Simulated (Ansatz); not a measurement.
A nudged elastic band was laid between two geometries of CH6OSn + H2 (11 atoms, charge 0, multiplicity 1).

Method: Ansatz, UKS PBE/def2-SVP.

```json
{
  "movable images": "7",
  "climbing image": "yes",
  "spring": "5.0 eV/Å²",
  "optimiser": "quadratic models (default)",
  "start path": "through a guess of the saddle point",
  "force threshold": "0.05 eV/Å",
  "iteration limit": "60",
  "end points": "relaxed"
}
```

Image 0:

```xyz
11
Properties=species:S:1:pos:R:3
Sn -0.988 1.535 0.080
O 0.284 -0.041 0.031
C -0.204 -1.309 -0.346
H -1.640 1.737 -1.513
H 0.034 2.828 0.571
H -2.234 1.175 1.230
H 2.494 -0.330 0.574
H 3.225 -0.525 0.734
H -1.003 -1.700 0.333
H -0.610 -1.339 -1.389
H 0.642 -2.031 -0.304
```

Image 8:

```xyz
11
Properties=species:S:1:pos:R:3
Sn -0.608 1.753 0.823
O 1.025 -0.492 -0.659
C 0.293 -1.687 -0.870
H -1.751 0.720 0.049
H 0.354 2.616 -0.313
H -1.494 2.902 1.776
H 1.577 -0.618 0.136
H 0.380 0.849 1.918
H -0.408 -1.930 -0.035
H -0.318 -1.541 -1.784
H 0.951 -2.572 -1.042
```

**Question.** Which bonds break or form, and what moves?

**Answer.** Bonds broken: Sn1–O2, H7–H8. Bonds formed: Sn1–H8, O2–H7. CH6OSn + H2 becomes CH4O + H4Sn.

**Question.** Give the energies along the band, and the barrier.

**Answer.** The forces met the threshold. The highest image is number 4 of 0 to 8, 23.9 kcal/mol above the first end and 29.6 kcal/mol above the last; the last end lies 5.7 kcal/mol below the first. The profile has 3 maxima (images 2, 4, 6) with wells between them (images 3, 5): this band takes more than one step, which may be the mechanism or a detour left from its start path. Neighbouring images differ by up to 1.3 eV, so the band resolves the path poorly. A vibrational analysis at the climbing image gives one clearly imaginary mode, 1105i cm⁻¹: a first-order saddle point. The orbitals were unrestricted but ended closed-shell.

```
image  path coordinate (Å)  energy (kcal/mol)  Sn1–O2 (Å)  H7–H8 (Å)  Sn1–H8 (Å)
    0                 0.00                0.0        2.03       0.77        4.74
    1                 1.85                0.3        2.03       0.77        4.30
    2                 3.71                1.2        2.02       0.77        3.89
    3                 5.56                0.6        2.03       0.77        3.73
    4                 7.41               23.9        2.23       1.03        2.12
    5                 9.48               -5.0        3.05       2.26        1.73
    6                11.55               -3.6        3.55       3.15        1.72
    7                13.62               -4.7        3.26       3.10        1.72
    8                15.69               -5.7        3.15       2.60        1.73
```

**Question.** What is the geometry of the highest image?

**Answer.** 
```xyz
11
Properties=species:S:1:pos:R:3
Sn -0.337 1.517 0.321
O -0.045 -0.689 0.408
C -0.007 -1.610 -0.670
H -1.672 1.211 -0.761
H 0.803 2.504 -0.530
H -0.955 2.189 1.787
H 0.922 -0.192 0.983
H 1.315 0.682 1.365
H -0.014 -2.651 -0.280
H -0.906 -1.482 -1.310
H 0.896 -1.479 -1.311
```

The run took 4.1 min on 2 threads of AMD EPYC 9R14 (Zen 4), with other jobs on the host, peak memory 0.17 GiB.
